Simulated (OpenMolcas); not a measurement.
**Ionisation energies of iodine**

```yaml
Program: OpenMolcas 26.06
Basis: ANO-R3 [8s7p5d4f3g2h]
Scalar_Hamiltonian: X2C, finite nucleus
Spin-orbit_coupling: state interaction with AMFI integrals over the reference wave functions, term energies averaged over their components
```

Active shells in each charge state: the valence s, p shells, with orbitals averaged over the low states. Where CASPT2's correlated closed shells are named, they are those of the first ion.

A. CASSCF
B. SS-CASPT2, IPEA 0.25 Eh, imaginary shift 0.1 Eh (closed shells correlated: 4s 4p 4d)

Energies in eV between the lowest computed levels (charge -1 gives the electron affinity), named as in B; reference values from the NIST Atomic Spectra Database with their kind.

```tsv
From	To	A	B	Spin-orbit share in B	Reference
I- 5s2 5p6 1S0	I 5s2 5p5 2P* 3/2	2.116	2.904	-0.286	
I 5s2 5p5 2P* 3/2	I+ 5s2 5p4 3P2	9.425	10.346	-0.185	10.451 (measured)
I+ 5s2 5p4 3P2	I2+ 5s2 5p3 4S* 3/2	17.784	18.966	+0.275	19.131 (measured)
I2+ 5s2 5p3 4S* 3/2	I3+ 5s2 5p2 3P0	28.730	29.738	-0.932	29.570 (measured)
```

Error against the reference values, in %:

```json
{"From": "I", "Reference": "measured", "A": "-9.8", "B": "-1.0"}
{"From": "I+", "Reference": "measured", "A": "-7.0", "B": "-0.9"}
{"From": "I2+", "Reference": "measured", "A": "-2.8", "B": "+0.6"}
```

Mean absolute error over the 3 measured values: A 1.07 eV, B 0.15 eV. B lies closest.

No diffuse functions were added, so the electron affinity comes out too small, and without dynamic correlation a bound anion can come out unbound.

* marks odd parity.
